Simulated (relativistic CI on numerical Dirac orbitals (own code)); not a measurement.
**d4 in a ligand field**

Computed with a parametric ligand-field model of a d^n configuration (Racah B and C, spin-orbit zeta, crystal field), exact diagonalisation.

Field parameters in Wybourne normalisation: Oh B⁴₀ = 21Dq, B⁴₄ = √(5/14) B⁴₀. The field is a parameter set, without covalency, and values of 10Dq over about 45,000 cm⁻¹ lie beyond real compounds.

B = 1110 cm⁻¹, C = 4890 cm⁻¹ (C/B = 4.41), Oh, no spin-orbit coupling. Tanabe-Sugano data, E/B above the lowest term (Δ = |10Dq|; b, c mark the second and third term of a kind):

| Δ/B | 5E | 5T2 | 3T1 | 3E | 3T2 | 1T2 | 1E | 1A1 |
| --- | --- | --- | --- | --- | --- | --- | --- | --- |
| 1.0 | 0.00 | 1.00 | 21.53 | 21.80 | 22.40 | 32.33 | 32.24 | 33.38 |
| 5.0 | 0.00 | 5.00 | 19.28 | 22.21 | 23.94 | 30.41 | 30.59 | 34.03 |
| 9.0 | 0.00 | 9.00 | 16.04 | 22.40 | 24.39 | 27.46 | 28.15 | 33.20 |
| 13.0 | 0.00 | 13.00 | 12.50 | 22.50 | 24.60 | 24.19 | 25.23 | 31.78 |
| 17.0 | 0.00 | 17.00 | 8.83 | 22.57 | 24.72 | 20.74 | 21.99 | 29.99 |
| 21.0 | 0.00 | 21.00 | 5.09 | 22.61 | 24.80 | 17.19 | 18.55 | 27.88 |
| 25.0 | 0.00 | 25.00 | 1.28 | 22.65 | 24.87 | 13.57 | 14.97 | 25.50 |
| 29.0 | 2.56 | 31.56 | 0.00 | 25.23 | 27.47 | 12.44 | 13.85 | 25.45 |
| 33.0 | 6.42 | 39.42 | 0.00 | 29.11 | 31.37 | 12.57 | 13.98 | 26.51 |
| 37.0 | 10.31 | 47.31 | 0.00 | 33.01 | 35.29 | 12.70 | 14.08 | 27.42 |
| 41.0 | 14.21 | 55.21 | 0.00 | 36.93 | 39.22 | 12.81 | 14.16 | 28.20 |
| 45.0 | 18.13 | 63.13 | 0.00 | 40.86 | 43.15 | 12.91 | 14.23 | 28.88 |

The ground term changes from 5E to 3T1 between Δ/B = 25.0 and 29.0.
